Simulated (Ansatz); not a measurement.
F3H3O2Si2 (`O[SiH](O)[Si](F)(F)F`), relaxed with RKS PBE0-D4/def2-TZVP in the Gaussian-basis code of Ansatz from a GFN2-xTB geometry. The force threshold is 0.005 eV/Å; the program also tests the step.

The species carries charge 0 and has multiplicity 1.

Start:

```xyz
10

O    -0.576   -1.061    1.525
Si    0.476   -0.447    0.469
O     0.869   -1.657   -0.543
Si   -0.644    1.237   -0.545
F    -0.799    2.553    0.335
F     0.136    1.788   -1.829
F    -2.112    1.062   -1.137
H    -0.480   -1.936    1.891
H     1.700    0.008    1.140
H     1.429   -1.546   -1.305
```

By how much does the energy fall, and how many steps does the optimiser take? (An estimate is asked.)

The calculation gave: 22.82 kJ/mol, in 17 steps, 2 of them rejected.

Which bonds change most? (An estimate is asked.)

Computed: Si2–Si4 from 2.262 to 2.340 Å; Si2–H9 from 1.468 to 1.491 Å; O1–Si2 from 1.612 to 1.632 Å; Si2–O3 from 1.626 to 1.641 Å.

Give the relaxed structure. (Best estimate.)

Ansatz gave: 
```xyz
10

O    -0.617   -1.027    1.509
Si    0.432   -0.485    0.383
O     0.715   -1.639   -0.749
Si   -0.676    1.340   -0.575
F    -0.914    2.515    0.459
F     0.192    1.945   -1.755
F    -2.085    0.965   -1.185
H    -0.395   -1.806    2.022
H     1.738   -0.068    0.971
H     1.608   -1.740   -1.080
```
